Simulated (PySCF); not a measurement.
AlAsFH3, SMILES [F][AlH][AsH2].

The structure is a stationary point at PBE0-D3(BJ)/def2-TZVP. The geometry has at least one imaginary mode, so it is a saddle point at that level.

Level of theory: PBE0-D3(BJ)/def2-TZVP run with PySCF 2.14.0.

Frequencies are harmonic and unscaled.

Computed vibrational spectrum:
```
mode  ν (cm⁻¹)  IR (km/mol)  moving atoms (share of kinetic energy)
----  --------  -----------  --------------------------------------
1         107i          0.1                                  H 86 %
2          152         10.9                F 59 %, Al 19 %, As 14 %
3          336         14.9                        Al 63 %, As 26 %
4          366         87.0                         H 86 %, Al 11 %
5          483         49.6                                  H 90 %
6          582         28.0                         H 89 %, Al 10 %
7          669        122.0                                  H 90 %
8          835        146.1                         F 54 %, Al 44 %
9          971         13.1                                  H 99 %
10        1948        219.9                                  H 96 %
11        2187         55.4                                  H 99 %
12        2196         61.4                                  H 99 %
```
